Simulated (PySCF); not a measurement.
Nb(O)(F)(Me)2 (C₂H₆FNbO), SMILES [CH3][Nb]([CH3])(=[O])[F], multiplicity 1.

The structure is a stationary point at PBE0-D3(BJ)/def2-SVP. The spin state was assumed, not searched. The def2 effective core potentials stand for the cores of Nb; spin–orbit coupling is left out.

All values below come from PySCF 2.14.0 with PBE0-D3(BJ)/def2-SVP.

Frequencies are harmonic and unscaled.

Task: Estimate the vibrational spectrum. (Estimate from the structure and the level; the computed values follow.)

Result: 
```csv
mode,ν (cm⁻¹),IR (km/mol),Raman (Å⁴/amu),depolarisation,moving atoms (share of kinetic energy)
1,52,0.0,0.0,–,H 97 %
2,83,0.5,0.0,–,H 98 %
3,144,0.1,3.6,0.72,"C 54 %, H 35 %"
4,152,3.2,1.8,0.75,"F 49 %, C 22 %, H 19 %, Nb 8 %"
5,160,0.9,1.0,0.74,"C 27 %, F 26 %, H 22 %, Nb 20 %"
6,224,5.8,2.0,0.75,"O 58 %, H 15 %, C 15 %, Nb 11 %"
7,240,9.5,2.0,0.74,"O 59 %, F 24 %, Nb 9 %"
8,443,2.1,0.9,0.75,"H 74 %, C 24 %"
9,532,11.1,4.6,0.73,"H 75 %, C 21 %"
10,545,29.1,19.9,0.06,"C 67 %, H 22 %, Nb 9 %"
11,563,77.8,3.3,0.75,"C 44 %, H 42 %, Nb 14 %"
12,599,16.3,2.8,0.67,"H 73 %, C 18 %"
13,606,23.2,3.9,0.75,"H 65 %, C 25 %"
14,714,149.8,1.5,0.01,"F 71 %, Nb 20 %"
15,1057,183.4,19.1,0.08,"O 84 %, Nb 16 %"
16,1172,13.3,2.5,0.75,"H 77 %, C 23 %"
17,1180,16.3,2.6,0.21,"H 78 %, C 21 %"
18,1383,15.1,0.1,0.75,H 94 %
19,1390,6.6,28.2,0.70,H 95 %
20,1392,0.1,26.2,0.75,H 95 %
21,1397,19.2,0.9,0.73,H 95 %
22,3024,4.6,4.2,0.75,H 97 %
23,3026,0.7,304.7,0.00,H 97 %
24,3130,0.4,13.5,0.75,"H 91 %, C 9 %"
25,3132,3.4,130.9,0.73,"H 91 %, C 9 %"
26,3149,0.8,111.2,0.70,"H 91 %, C 9 %"
27,3150,0.1,67.9,0.75,"H 91 %, C 9 %"
```
